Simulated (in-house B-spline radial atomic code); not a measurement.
How numerical settings move a run on Xe, [Kr] 4d10 5s2 5p6. Computed with a B-spline radial code for spherical atoms: scalar-relativistic (X2C) BLYP, spin-polarised, spherical fractional occupations, Fermi nucleus of rms radius 4.7859 fm.

Command:
```bash
python run_scf.py task.json out
```
Settings of the sound reference run:
```
Z                54
electrons        54
configuration    [Kr] 4d10 5s2 5p6
hamiltonian      x2c
method           b88,lyp
spin_polarised   True
nucleus          fermi
rms_radius       4.7859
mass_number      132
atomic_mass      131.9042
speed_of_light   137.036
knot_spacing     0.22
spline_order     8
gauss_points     12
box_radius       50
max_iterations   70
damping          0.5
damped_steps     3
diis_vectors     10
tolerance        1e-08
start            Thomas-Fermi
```

Cost of the run: 0.27 s on 1 thread of Arm Neoverse V2 (shared host).

It converges in 10 iterations to -7446.819110 hartree, with 5p up at -8.05468 eV. The other runs change the listed settings, some to values that make no sense; their results aren't properties of the atom or ion. Radii are in bohr (the nuclear one in fm), a minus after a letter asks for a j subshell, and «unchanged» means within 1e-8 hartree. The run stops when the residual is below 10 × tolerance × max(1, Z/10), or a noise floor if that is larger, and the energy moves by less than 1e-8 × √|E| hartree; so very loose and very tight tolerances often act alike.

```tsv
changed settings	outcome
spline_order = 10	converged in 10 iterations, energy +4.88e-06 hartree from the reference, 5p up level -2.2e-06 eV
box_radius = 3	converged in 9 iterations, energy +2.52e+00 hartree from the reference, 5p up level +2.0e+01 eV (the program warns: 5p up has a positive eigenvalue: unbound, held by the box; 5p down has a positive eigenvalue: unbound, held by the box)
knot_spacing = 0.55, max_iterations = 60, diis_vectors = 2	converged in 15 iterations, energy +5.58e-01 hartree from the reference, 5p up level -1.4e-02 eV
max_iterations = 75, diis_vectors = 20, start = bare nucleus	converged in 12 iterations, energy unchanged, 5p up level +2.7e-06 eV
box_radius = 7.5	converged in 10 iterations, energy +1.99e-03 hartree from the reference, 5p up level +9.0e-02 eV (the program warns: 5p up reaches the box edge; 5s up reaches the box edge)
spline_order = 3	converged in 10 iterations, energy +2.34e-01 hartree from the reference, 5p up level -1.7e-03 eV
hamiltonian = dirac, method = hf	stopped with error: spin polarisation is not served with the Dirac Hamiltonian
box_radius = 100	converged in 10 iterations, energy -1.22e-07 hartree from the reference
box_radius = 25	converged in 10 iterations, energy -3.85e-07 hartree from the reference, 5p up level -1.2e-06 eV
electrons = 55, configuration = [Kr] 4d10 5s2 5p6 6s-1, max_iterations = 75	stopped with error: j subshells need the Dirac Hamiltonian and l > 0
box_radius = 10	converged in 10 iterations, energy +4.36e-05 hartree from the reference, 5p up level +3.5e-03 eV (the program warns: 5p up reaches the box edge; 5p down reaches the box edge)
box_radius = 2	converged in 8 iterations, energy +1.89e+01 hartree from the reference, 5p up level +9.6e+01 eV (the program warns: 5p up has a positive eigenvalue: unbound, held by the box; 4d up has a positive eigenvalue: unbound, held by the box)
spline_order = 5	converged in 10 iterations, energy +1.57e-04 hartree from the reference, 5p up level -5.6e-07 eV
spline_order = 4, gauss_points = 16, first_knot = 0.0556, max_iterations = 75, diis_vectors = 1	not converged after 75 iterations, last residual 4.4e-04, last energy +2.86e+02 hartree from the reference
electrons = 55, configuration = [Kr] 4d10 5s2 5p7, max_iterations = 50	stopped with error: shell 5p holds at most 3 electrons (per spin)
```

Question: What happens with gauss_points = 6, box_radius = 7.5, first_knot = 0.0185, max_iterations = 75, tolerance = 1e-13?

Answer: Converged in 12 iterations, energy +1.08e+01 hartree from the reference, 5p up level +8.2e-02 eV (the program warns: 5p up reaches the box edge; 5s up reaches the box edge).

Question: What happens with spline_order = 7?

Answer: Converged in 10 iterations, energy +8.04e-06 hartree from the reference, 5p up level -8.3e-07 eV.

Question: What happens with box_radius = 15?

Answer: Converged in 10 iterations, energy -4.51e-07 hartree from the reference, 5p up level +2.8e-06 eV.

Question: What happens with box_radius = 5?

Answer: Converged in 9 iterations, energy +9.15e-02 hartree from the reference, 5p up level +1.8e+00 eV (the program warns: 5p up reaches the box edge; 4d up reaches the box edge).
